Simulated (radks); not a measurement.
Problem. Er4.5+, 63.5 electrons, occupied as [Kr] 4d10 4f(up 5.5, down 5.5) 5s2 5p(up 2.25, down 2.25) (fractional occupations, a model configuration). All-electron calculation, scalar-relativistic Kohn-Sham, BLYP, spin-polarised, spherical densities, point nucleus. Program: a radial shooting solver on a logarithmic mesh with Libxc functionals. Some entries of the table are withheld. Estimate them.

| orbital | occ. | eigenvalue (Ry) | <r^2> (bohr^2) | <1/r> (bohr^-1) |
|---|---|---|---|---|
| 1s | 2 | -4221.901 | (1) | 77.58 |
| 2s | 2 | -712.8146 | 0.008832 | 18.06 |
| 2p | 6 | -630.9280 | 0.007186 | (2) |
| 3s | 2 | -163.0076 | 0.05803 | 6.658 |
| 3p | 6 | -138.1050 | 0.05842 | 6.220 |
| 3d | 10 | -106.9458 | 0.04873 | 5.896 |
| 4s | 2 | -35.54957 | (3) | 2.813 |
| 4p | 6 | (4) | 0.3300 | 2.574 |
| 4d | 10 | -16.38152 | 0.3933 | 2.275 |
| 5s | 2 | -7.72321 | 1.633 | (5) |
| 5p | 4.5 | (6) | 2.159 | 0.9422 |
| 4f | 11 | -4.36792 | 0.7118 | 1.729 |

Solution. 
(1) 1s <r^2> (bohr^2): 0.0005677
(2) 2p <1/r> (bohr^-1): 16.68
(3) 4s <r^2> (bohr^2): 0.2911
(4) 4p eigenvalue (Ry): -27.35534
(5) 5s <1/r> (bohr^-1): 1.099
(6) 5p eigenvalue (Ry): -5.68993
